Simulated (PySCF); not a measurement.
1,2-difluorocyclopenta-1,3-diene (C5H4F2), SMILES FC1=C(F)CC=C1.

The structure is a stationary point at B3LYP-D3(BJ)/def2-SVP. One conformer was computed; it need not be the lowest.

Calculation: TDA-PBE/def2-SVPD in PySCF 2.14.0.

Vertical excitations.  State labels are in the subgroup Cs.

Computed excitation energies, oscillator strengths and character:
| state | symmetry | energy (eV) | λ (nm) | f | main pairs |
|---|---|---|---|---|---|
| S1 | A' | 4.91 | 252 | 0.101 | HOMO→LUMO 87 % |
| S2 | A" | 5.44 | 228 | 0.005 | HOMO→LUMO+1 99 % |
| S3 | A" | 5.66 | 219 | 0.008 | HOMO→LUMO+2 99 % |
| S4 | A" | 6.24 | 199 | 0.002 | HOMO→LUMO+4 100 % |
| S5 | A' | 6.26 | 198 | 0.022 | HOMO−1→LUMO 51 %, HOMO→LUMO+3 40 % |
| S6 | A" | 6.60 | 188 | 0.001 | HOMO−2→LUMO 99 % |
| S7 | A" | 7.03 | 176 | 0.001 | HOMO→LUMO+5 100 % |
| S8 | A" | 7.27 | 170 | 0.000 | HOMO→LUMO+6 100 % |
| S9 | A' | 7.49 | 165 | 0.088 | HOMO→LUMO+7 93 % |
| S10 | A" | 7.51 | 165 | 0.003 | HOMO−1→LUMO+1 96 % |
| T1 | A' | 2.97 | 417 | 0 | HOMO→LUMO 98 % |
| T2 | A' | 5.01 | 248 | 0 | HOMO−1→LUMO 70 %, HOMO→LUMO+3 29 % |
| T3 | A" | 5.15 | 241 | 0 | HOMO→LUMO+1 100 % |
| T4 | A" | 5.60 | 221 | 0 | HOMO→LUMO+2 100 % |
Triplets are in the Tamm–Dancoff approximation.
